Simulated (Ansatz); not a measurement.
The same group exchange along the group F, Cl, Br.

Computed with Ansatz on PBE0-D4/def2-TZVP structures; ΔE is electronic, products minus reactants. CCSD(T)/CBS adds triple-zeta CCSD(T) − MP2 to the extrapolated MP2 energy (def2 sets, frozen cores). Functionals use def2-TZVPP. For Br, Ga outer-core shells are correlated without core-valence functions, which leaves a few kJ/mol of doubt a bond. Scalar relativity is left out up to krypton. Each species was taken in one conformer, which may not be the lowest.

| reaction | ωB97M-V (kJ/mol) | MP2/CBS(def2) (kJ/mol) |
| --- | --- | --- |
| `[OH][Ga]([F])[O][SiH3]` + `[SiH3][GaH2]` → `[SiH3][SiH2][GaH2]` + `[OH][Ga]([OH])[F]` | 89 | 91 |
| `[OH][Ga]([Cl])[O][SiH3]` + `[SiH3][GaH2]` → `[SiH3][SiH2][GaH2]` + `[OH][Ga]([OH])[Cl]` | 89 | 91 |
| `[OH][Ga]([Br])[O][SiH3]` + `[SiH3][GaH2]` → `[SiH3][SiH2][GaH2]` + `[OH][Ga]([OH])[Br]` | 90 | 92 |

Give the CCSD(T)/CBS values in the same order. (Best estimate.)

Ansatz gave: 86, 86, 87 kJ/mol.

Largest T1 diagnostic: 0.014, for `[OH][Ga]([OH])[F]`.
